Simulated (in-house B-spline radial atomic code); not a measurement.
Ionising the lead ion Pb⁷⁺ with different functionals

Computed with an all-electron radial atomic-structure program (B-spline basis): scalar-relativistic (spin-free X2C) Hamiltonian, Fermi nucleus of rms radius 5.5012 fm, spin-polarised at highest spin, spherical fractional occupations for the functionals, the average over the highest-spin determinants for Hartree-Fock. The ionisation energy is the difference of two self-consistent energies, [Xe] 4f14 5d7 → [Xe] 4f14 5d6, without Breit or QED terms; ε is the level of the shell that loses the electron (its least bound occupied spin orbital). There is no spin-orbit coupling in this Hamiltonian.

Hybrids are left out here: with spherical fractional occupations of an open shell their exact exchange keeps a self-interaction that integer-occupation calculations don't have.

```csv
method,rung,ΔSCF (eV),-ε(5d) (eV)
Hartree-Fock,Hartree-Fock,118.71,119.69
LDA VWN5,LDA,120.95,112.02
LDA PW92,LDA,?,?
LDA exchange-only,LDA,118.72,109.87
PBE,GGA,120.42,111.54
PBEsol,GGA,120.48,111.60
BLYP,GGA,?,?
RPBE,GGA,120.32,111.45
PW91,GGA,120.55,111.66
BP86,GGA,120.58,111.69
AM05,GGA,120.58,111.68
OLYP,GGA,120.69,111.82
TPSS,meta-GGA,120.31,111.46
SCAN,meta-GGA,120.21,111.45
r2SCAN,meta-GGA,120.24,111.51
revTPSS,meta-GGA,120.32,111.47
```

Task: What does BLYP give?

Result: ΔSCF 120.30 eV, and -ε(5d) = 111.39 eV.

Task: What does LDA PW92 give?

Result: ΔSCF 120.94 eV, and -ε(5d) = 112.01 eV.

Task: How do they compare with the NIST value?

Result: NIST lists 120 eV ± 2.1 (tabulated theory, ground level to ground level). Errors run from -1.29 to +0.95 eV; all lie within about twice that uncertainty, so the table can't rank the methods. Hartree-Fock also lacks correlation.
